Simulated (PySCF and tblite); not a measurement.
The numbers below are computed, except where a source is named.
# Conformer ensemble of C₈H₆S₂, numbered as in [SH:1][c:2]1[cH:3][cH:4][c:5]2[cH:6][cH:7][s:8][c:9]2[cH:10]1

The ensemble was built from 60 distance-geometry starts (ETKDG and KDG, MMFF94s, GFN2-xTB) and rests on GFN2-xTB geometries. Energies: B3LYP-D3(BJ)/def2-SVP, with GFN2-xTB thermal terms (modes under about 100 cm⁻¹ blended into free rotors). Symmetry numbers and mirror images are counted. Conformers within 2.5 kcal/mol (GFN2-xTB free energy) were kept, 4 at most. GIAO shieldings: WP04/6-31G*. Programs: PySCF with density fitting and tblite.

Torsions listed: H1–S1–C2–C3.

```
conformer  shape  symmetry  E(GFN2) kcal/mol  E(DFT) kcal/mol  G(298.15 K) kcal/mol  weight %  dipole D
        1     1°        Cs              0.15             0.04                  0.00      50.5      1.56
        2   180°        Cs              0.00             0.00                  0.01      49.5      0.89
```

Weights (%) against temperature:

```csv
T (K),1,2,S(mix) cal/mol/K
250,50.3,49.7,1.38
298.15,50.5,49.5,1.38
350,50.6,49.4,1.38
```

Coordinates of conformer 1 (Å):

```xyz
16

S     3.460   -0.995   -0.411
C     1.799   -0.429   -0.199
C     1.521    0.914    0.074
C     0.224    1.340    0.237
C    -0.827    0.427    0.131
C    -2.231    0.638    0.262
C    -2.945   -0.493    0.093
S    -1.968   -1.887   -0.236
C    -0.524   -0.921   -0.145
C     0.778   -1.358   -0.311
H     4.040    0.186   -0.202
H     2.334    1.621    0.158
H     0.013    2.378    0.448
H    -2.668    1.598    0.473
H    -4.009   -0.617    0.138
H     0.997   -2.393   -0.522
```

Coordinates of conformer 2 (Å):

```xyz
16

S     3.588    0.084    0.578
C     1.851    0.140    0.263
C     1.324    1.325   -0.265
C    -0.018    1.438   -0.534
C    -0.868    0.358   -0.280
C    -2.275    0.243   -0.477
C    -2.755   -0.964   -0.115
S    -1.538   -2.040    0.490
C    -0.317   -0.824    0.251
C     1.036   -0.946    0.526
H     3.610   -1.161    1.049
H     1.994    2.149   -0.458
H    -0.421    2.353   -0.940
H    -2.883    1.036   -0.873
H    -3.768   -1.316   -0.160
H     1.431   -1.865    0.934
```

The minima are those of GFN2-xTB; planar forms about aryl–S or allylic bonds may be saddles in DFT. Other tautomers (keto or thione forms) aren't considered and may dominate.

Search and properties took 87 s on 1 thread of Arm Neoverse V1, shared host (rough), launched as `OMP_NUM_THREADS=1 python ens_run.py task.json out`.
